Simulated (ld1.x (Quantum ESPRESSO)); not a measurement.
**Reading a pseudo-wave (P)**

Columns: radius, all-electron u(r) and pseudo u(r) of the 3p shell (level -5.49 eV) of phosphorus in the configuration [Ne] 3s2 3p3; Wu–Cohen, non-relativistic, RRKJ scheme, ld1.x (Quantum ESPRESSO) 7.5.

```tsv
r (bohr)	all-electron	pseudo
0.081	0.0983	-0.0067
0.162	0.2241	-0.0259
0.243	0.2901	-0.0546
0.324	0.2932	-0.0892
0.405	0.2494	-0.1258
0.486	0.1762	-0.1619
0.567	0.0870	-0.1961
0.648	-0.0083	-0.2291
0.729	-0.1034	-0.2627
0.810	-0.1941	-0.2990
0.891	-0.2779	-0.3396
0.972	-0.3535	-0.3848
1.053	-0.4205	-0.4333
1.134	-0.4788	-0.4825
1.215	-0.5287	-0.5291
1.296	-0.5703	-0.5703
1.377	-0.6042	-0.6042
1.458	-0.6310	-0.6310
1.539	-0.6513	-0.6513
1.620	-0.6656	-0.6656
1.701	-0.6748	-0.6748
1.782	-0.6794	-0.6794
1.863	-0.6799	-0.6799
1.944	-0.6770	-0.6770
2.025	-0.6712	-0.6712
2.106	-0.6628	-0.6628
```

(1) How many radial nodes do the two functions have?

(2) At about which radius was the pseudo-wave matched?

(3) Is the pseudo-wave norm-conserving?

Results:

(1) The all-electron 3p function has n − l − 1 = 1; the pseudo-wave has 0, since the states of the same l below it are removed with the core.

(2) 1.30 bohr. The columns agree to 0.0005 from 1.22 bohr on; several derivatives are matched, so the curves merge somewhat inside the radius.

(3) Yes: the RRKJ scheme keeps the norm inside the radius equal to the all-electron one, which fixes the energy derivative of the logarithmic derivative at the level.
